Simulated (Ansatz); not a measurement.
CH₈AlBSn (`[BH2][SnH2][AlH][CH3]`), one more setting.

```yaml
crystal:
  periodic: [false, false, false]
  atoms:
    - {symbol: B, position_ang: [-2.775067, 0.940149, 0.222612]}
    - {symbol: Sn, position_ang: [-0.589362, 1.603193, -0.258560]}
    - {symbol: Al, position_ang: [1.190536, -0.312642, 0.758187]}
    - {symbol: C, position_ang: [1.849590, -1.873701, -0.394521]}
    - {symbol: H, position_ang: [-3.396524, 0.176848, -0.555825]}
    - {symbol: H, position_ang: [-3.317973, 1.262288, 1.306931]}
    - {symbol: H, position_ang: [-0.204684, 3.206833, 0.460962]}
    - {symbol: H, position_ang: [-0.319330, 1.753993, -2.032563]}
    - {symbol: H, position_ang: [1.685357, -0.194832, 2.351151]}
    - {symbol: H, position_ang: [1.395536, -2.857866, -0.005713]}
    - {symbol: H, position_ang: [1.571997, -1.773918, -1.502096]}
    - {symbol: H, position_ang: [2.990668, -1.988306, -0.314762]}
basis:
  gaussian: {orbitals: ANO-RCC-VTZP}
magnetization: {spin_polarized: true, initial_magnetization: 0}
hamiltonian: {xc: {name: PBE}, pseudopotentials: {relativity: none}}
scf: {lower_state_search: full}
output: {forces: true}
```

```sh
$ ansatz run in.yaml --threads 4 --pin off --events-out ev --progress --plain --max-ram 10444MiB
```

Output, abridged:

```
Functional definition: PBE
1960 factors; their error is unknown
mean field evaluation 1: about -167734.6877 eV, gradient 4.7e1 eV
mean field evaluation 2: about -167710.9869 eV, gradient 6.9e1 eV
mean field evaluation 4: about -167745.5973 eV, gradient 5.2e0 eV
mean field evaluation 8: about -167745.7208 eV, gradient 2.5e-1 eV
mean field evaluation 16: about -167745.6876 eV, gradient 1.5e-4 eV
mean field -167745.68763851 eV, -6164.5403186042 hartree, gradient 1.9e-5 eV, S^2 0.000000; 0 other end points of the search recorded, 0 dependent functions left out
reference -167745.68775072 eV, -6164.5403227279 hartree; 41, 41 occupied and 233, 233 virtual orbitals, 1960 factors
WARN: the results are in doubt because the basis set is contracted for relativity, which is off
Total energy: -167745.68775072 eV, -6164.5403227279 hartree
Atom 0 at    -2.775067     0.940149     0.222612 Å, force     2.263196     0.665448    -0.471979 eV/Å
Atom 1 at    -0.589362     1.603193    -0.258560 Å, force    -0.950876    -1.684943     0.943076 eV/Å
Atom 2 at     1.190536    -0.312642     0.758187 Å, force    -1.743279     1.856436    -1.284773 eV/Å
Atom 3 at     1.849590    -1.873701    -0.394521 Å, force     0.200257    -0.279378    -0.091756 eV/Å
Atom 4 at    -3.396524     0.176848    -0.555825 Å, force     0.661379     0.716018     0.711293 eV/Å
Atom 5 at    -3.317973     1.262288     1.306931 Å, force     0.578809    -0.278450    -1.027587 eV/Å
Atom 6 at    -0.204684     3.206833     0.460962 Å, force    -0.311067    -1.287365    -0.197330 eV/Å
Atom 7 at    -0.319330     1.753993    -2.032563 Å, force    -0.174599    -0.487645     1.303282 eV/Å
Atom 8 at     1.685357    -0.194832     2.351151 Å, force     0.001963    -0.445144    -0.973384 eV/Å
Atom 9 at     1.395536    -2.857866    -0.005713 Å, force     0.621823     1.184913    -0.373902 eV/Å
Atom 10 at     1.571997    -1.773918    -1.502096 Å, force     0.255777    -0.071759     1.323660 eV/Å
Atom 11 at     2.990668    -1.988306    -0.314762 Å, force    -1.403383     0.111869     0.139401 eV/Å
Dipole moment:     0.123970    -0.213516    -0.025403 e Å
In doubt: the basis set is contracted for relativity, which is off
```

It took 6 s on 4 threads of an INTEL XEON PLATINUM 8581C on a shared host, with 0.72 GiB of host memory at the peak.
